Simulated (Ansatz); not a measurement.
**Pulling the pair apart**

The pair of F⁻ (SMILES [F-], atom 1) and H₂ (SMILES [H][H], atoms 2–3), both closed shells, in one local arrangement (a lower one may exist), relaxed at PBE0-D4/def2-TZVPD:

F1  (-0.063, 0.037, -1.342)
H2  (0.050, -0.030, 1.077)
H3  (0.012, -0.007, 0.265)
(Å)

H₂ is shifted rigidly along the line between the mean atom positions of the two fragments (negative: closer). Counterpoise interaction energies in kcal/mol. Ansatz 0.2.0; basis: def2-TZVPPD; cores frozen in the correlated methods.

```tsv
shift (Å)	MP2	r2SCAN-D4	PBE0-D4
-0.16	-5.54	-9.41	-9.23
-0.08	-6.45	-9.92	-9.74
0.00	-6.94	-10.03	-9.87
0.08	-7.12	-9.89	-9.74
0.19	-7.04	-9.40	-9.27
0.40	-6.35	-8.08	-7.99
0.80	-4.58	-5.50	-5.52
1.61	-2.18	-2.40	-2.52
```

Q: What does CCSD(T) give at these shifts? (An estimate is asked for; the value comes from the calculation.)

A: Computed: -5.62, -6.55, -7.06, -7.25, -7.19, -6.49, -4.68, -2.20 kcal/mol. For zero shift, CCSD(T) at an estimated basis limit (MP2 extrapolated from triple and quadruple zeta, plus CCSD(T) − MP2 in triple zeta) gives -7.82 kcal/mol. These are counterpoise interaction energies, counted from the two frozen fragments.

The T1 diagnostic stays at or below 0.021.

For scale, one of the runs: CCSD(T)/def2-TZVPPD, 74 basis functions, launched by `ansatz run in.yaml --threads 2 --pin off --events-out ev --progress --plain --max-ram 5222MiB`. Hardware: 2 CPU threads, shared host. Wall time about 0.45 s.
